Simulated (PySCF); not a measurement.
**Al (aluminium, neutral) across methods**

[Ne] 3s2 4s1, 2S determinant (an excited configuration). All numbers are calculated (PySCF 2.14, no relativity, point nucleus, in dyall-av2z).

| method | E (hartree) | mean ε 3s α (eV) | mean ε 3s β (eV) | mean ε 4s α (eV) | Σ⟨r²⟩ (bohr²) | ⟨S²⟩ |
| --- | --- | --- | --- | --- | --- | --- |
| PBE | -242.1135 | -10.560 | -10.480 | -1.703 | 69.75 | 0.750 |
| B3LYP | -242.2732 | -11.362 | -11.285 | -1.823 | 68.93 | 0.750 |
| r2SCAN | -242.2073 | -10.769 | -10.707 | -1.642 | 70.58 | 0.751 |
| wB97M-V | -242.2395 | -13.662 | -13.494 | -2.435 | 67.57 | 0.750 |
| M06 | -242.2434 | -11.479 | -11.398 | -1.791 | 69.92 | 0.751 |
| PBE0 | -242.1320 | -11.537 | -11.428 | -1.997 | 69.97 | 0.750 |
| LDA | -241.2012 | -10.654 | -10.556 | -1.629 | 68.35 | 0.750 |
| M06-2X | -242.2402 | -12.495 | -12.572 | -2.388 | 69.05 | 0.751 |

Problem. Estimate the same row for UHF.

Solution. E (hartree) = -241.76212; mean ε 3s α (eV) = -13.651; mean ε 3s β (eV) = -13.401; mean ε 4s α (eV) = -2.543; Σ⟨r²⟩ (bohr²) = 70.91; ⟨S²⟩ = 0.750.

The outer electron is Rydberg-like, and this basis confines it to a smaller radius and binds it less than a complete one would.
